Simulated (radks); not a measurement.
All-electron atom: Si10+ in [He] 2s2.

Method: Dirac Kohn-Sham, relativistic LDA (MacDonald-Vosko exchange, VWN5 correlation), spin-unpolarised, spherical densities, finite nucleus; Fermi nuclear charge, rms radius 3.1224 fm; computed with a radial shooting solver on a logarithmic mesh with Libxc functionals.

Energy parts (eV):
total: -6076.398
kinetic: 6094.800
electron-nucleus: -12755.652
Hartree: 850.262
exchange-correlation: -265.808

Orbitals (lengths in bohr, moments of r in powers of bohr):
1s1/2: occ. 2; eigenvalue (eV) -2202.361; <r^2> 0.01651; <r^4> 0.0006976
2s1/2: occ. 2; eigenvalue (eV) -452.7511; <r^2> 0.2700; <r^4> 0.1216

The highest occupied level is 2s1/2 at -452.75 eV. Summed over all electrons, <r^2> = 0.5729 bohr^2, which gives a Langevin (diamagnetic) susceptibility term of -0.454 x 10^-6 cm^3/mol. The density falls to 0.001 e/bohr^3 at r = 1.29 bohr.
